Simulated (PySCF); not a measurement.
## Ionisation energy of Er⁶²⁺ by level of theory

Er⁶²⁺ [He] 2s2 2p2 [2p1/2^2, M_J = 0] → Er⁶³⁺ [He] 2s2 2p1 [2p1/2^1, M_J = 1/2], as a difference of total energies. Calculation: PySCF 2.14, in an uncontracted even-tempered set (17 s from 45 bohr⁻², ratio 2.4; 13 p from 59 bohr⁻², ratio 2.4; 5 d from 190 bohr⁻², ratio 2.6; 4 f from 290 bohr⁻², ratio 2.6); the two-component X2C-1e Hamiltonian. Correlated levels: nothing frozen; the 30 highest virtual spinors dropped. "Screened" scales the spin-orbit matrix elements by Boettger's factors to mimic the two-electron term; Breit and QED terms are absent.

| method | ionisation energy (eV) |
| --- | --- |
| GHF (spin-free) | 14507.0 |
| GMP2 (spin-free) | 14507.0 |
| GHF (screened spin-orbit) | 15167.8 |
| GMP2 (screened spin-orbit) | 15170.0 |

Task: How much does correlation contribute at GMP2 (screened spin-orbit)?

Result: 15170.0 − (15167.8) = 2.2 eV, measured against GHF (screened spin-orbit).

For this ion Breit and QED terms and the two-electron picture change, all absent here, outweigh the correlation shift from GHF to GMP2.

The spin-free rows relax to the high-spin LS determinant and lack the spin-orbit shift.

The labels give the starting determinants; with spin-orbit coupling the two ends relaxed to ⟨J²⟩ = 0.00, ⟨L²⟩ = 1.33, ⟨S²⟩ = 1.33 and ⟨J²⟩ = 0.75, ⟨L²⟩ = 2.00, ⟨S²⟩ = 0.75.

For comparison: 15146 ± 15 eV (theoretical estimate listed by NIST; NIST Atomic Spectra Database, ionization energies).
